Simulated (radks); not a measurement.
Question: The mean radii <r> (bohr) of the occupied orbitals of an atom or ion are listed with their occupations. All-electron calculation, Dirac Kohn-Sham, PBEsol, spin-unpolarised, spherical densities, finite nucleus; Fermi nuclear charge, rms radius of each element as measured or else 0.836 A^(1/3) + 0.57 fm. Program: a radial shooting solver on a logarithmic mesh with Libxc functionals.

| orbital | occ. | <r> |
|---|---|---|
| 1s1/2 | 2 | 0.01774 |
| 2s1/2 | 2 | 0.07428 |
| 2p1/2 | 2 | 0.06131 |
| 2p3/2 | 4 | 0.06950 |
| 3s1/2 | 2 | 0.1935 |
| 3p1/2 | 2 | 0.1835 |
| 3p3/2 | 4 | 0.1986 |
| 3d3/2 | 4 | 0.1735 |
| 3d5/2 | 6 | 0.1781 |
| 4s1/2 | 2 | 0.4319 |
| 4p1/2 | 2 | 0.4358 |
| 4p3/2 | 4 | 0.4694 |
| 4d3/2 | 4 | 0.4825 |
| 4d5/2 | 6 | 0.4939 |
| 5s1/2 | 2 | 1.002 |
| 5p1/2 | 2 | 1.087 |
| 4f5/2 | 6 | 0.5514 |
| 4f7/2 | 8 | 0.5594 |
| 5p3/2 | 4 | 1.179 |
| 5d3/2 | 4 | 1.530 |
| 6d3/2 | 1 | 4.036 |

Name the element and its charge. Open shells, if any, fill j = l - 1/2 first.

Answer: Z = 76, osmium, charge +3: Os3+ in [Xe] 4f14 5d4 6d1. The 1s radius gives Z: for a bare nucleus <r> = (2 gamma + 1)/(2Z) with gamma = sqrt(1 - (Z/c)^2), 0.01753 bohr for Z = 76, and screening makes it slightly larger (0.01774 here). The occupations add up to 73, and the charge is Z minus that.
